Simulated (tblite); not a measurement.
C9H9OP.
Z-matrix (Å and degrees, GFN2-xTB geometry), rows numbered from 1:
```
O 
C   1  1.2055
C   2  1.4755  1  124.67
C   3  1.3905  2  116.09  1    -3.14
P   4  1.7270  3  126.91  2  -178.64
C   5  1.7378  4   98.89  3     0.64
C   6  1.3777  5  125.69  4    -1.26
C   7  1.3921  6  124.93  5     0.46
C   8  1.4907  3  121.07  2    -1.59
C   9  1.5035  8  120.59  3   -69.07
C  10  1.4973  9   59.97  8  -109.72
H   2  1.1034  1  120.55  3  -179.42
H   4  1.0846  3  115.69  2     1.15
H   6  1.0835  5  116.46  4   178.83
H   7  1.0831  6  117.88  5   179.84
H   9  1.0860  8  113.24  3    75.53
H  10  1.0797  9  118.56 11  -108.66
H  10  1.0800  9  117.79 11   107.81
H  11  1.0793  9  118.54 10   108.48
H  11  1.0793  9  118.29 10  -107.12
```

Computed values, GFN2-xTB/tblite, gas phase, harmonic and unscaled. Against measured fundamentals such values can be off by several per cent, at times by over 20. One conformer, not necessarily the lowest.

Harmonic wavenumbers (cm⁻¹): 42.1, 77.7, 96.7, 163.4, 177.9, 215.3, 246.9, 362.6, 371.5, 374.7, 455.4, 489.5, 588.1, 632.7, 670.6, 742.9, 779.0, 809.5, 827.6, 845.0, 860.2, 915.3, 927.1, 930.5, 990.3, 999.0, 1047.4, 1079.2, 1082.6, 1095.3, 1106.9, 1156.6, 1179.6, 1208.6, 1240.1, 1258.2, 1332.0, 1361.6, 1389.2, 1403.8, 1438.0, 1468.7, 1488.0, 1546.1, 1737.9, 2817.2, 3009.4, 3033.9, 3037.4, 3050.9, 3087.4, 3091.1, 3092.7, 3110.2.

A = 1319, B = 839.5, C = 532.2 MHz; mass 164.039 u (most abundant isotopes); point group C1, symmetry number 1.

Q: What is the zero-point energy?

A: ½Σν̃ = 33271 cm⁻¹ = 95.12 kcal/mol.

Q: Entropy at 400 K, 1 bar (ideal gas, RRHO, classical rotation)?

A: Translation 42.68, rotation 31.55, vibration 40.88: S = 115.1 cal/(mol K).

Q: And Cp and H(400 K) − H(0)?

A: Cp = 52.33 cal/(mol K), of which vibrations give 44.38 (their classical limit is 54 R = 107.3); H(400 K) − H(0) = 11.83 kcal/mol without the zero-point energy, 8.65 from vibrations.

Q: Which modes carry the vibrational entropy at 400 K?

A: 42.1 cm⁻¹: 5.74; 77.7 cm⁻¹: 4.53; 96.7 cm⁻¹: 4.10; 163.4 cm⁻¹: 3.07; 177.9 cm⁻¹: 2.91; 215.3 cm⁻¹: 2.54 cal/(mol K); the other 48 give 17.99 together.

Q: How do the functions run with temperature in this model?

A: 
```
 T (K)  S (cal/(mol K))  Cp (cal/(mol K))  H − H(0) (kcal/mol)  G − H(0) (kcal/mol)  ln q(vib)
    50             60.9              13.1                 0.50                -2.54       0.55
   100             71.7              18.7                 1.30                -5.87       1.74
298.15            101.5              40.6                 7.08               -23.18       6.94
373.15            111.6              49.4                10.46               -31.17       8.96
   500            127.9              62.0                17.56               -46.37      12.42
   750            156.5              78.8                35.35               -82.01      19.16
  1000            180.7              89.1                56.42              -124.24      25.50
```

q(vib) and H(0) count from the zero-point level.

Q: What must be added to the electronic energy to get the Gibbs energy at 400 K and 1 bar?

A: ZPE + [H(400 K) − H(0)] − T·S = 95.12 + 11.83 − 46.05 = 60.90 kcal/mol.

Hindered rotation and anharmonicity are outside this model. Other conformers, if any are populated, would add a mixing term that is left out. The structure is chiral; the term R ln 2 for an equal mix with its mirror image is left out.
